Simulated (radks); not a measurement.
Task: Ti2+, configuration [Ar] 3d2. Calculated with a radial shooting solver on a logarithmic mesh with Libxc functionals: Dirac Kohn-Sham, LDA (Slater exchange, Perdew-Wang correlation), spin-unpolarised, spherical densities, finite nucleus; open shells fill j = l - 1/2 first; Fermi nuclear charge, rms radius 3.5921 fm.

Spin-orbit splittings of the eigenvalues, e(l+1/2) - e(l-1/2), with zeta = 2 splitting/(2l+1) and mean radii in bohr:

shell  occ.  splitting (eV)  zeta (eV)  <r> j=l-1/2  <r> j=l+1/2
2p        6           5.759      3.839       0.2885       0.2912
3p        6               ?          ?        1.079        1.087
3d        2         0.05233    0.02093        1.425        1.429

Estimate the 3p splitting.

Result: 0.6664 eV (zeta = 0.4443 eV).
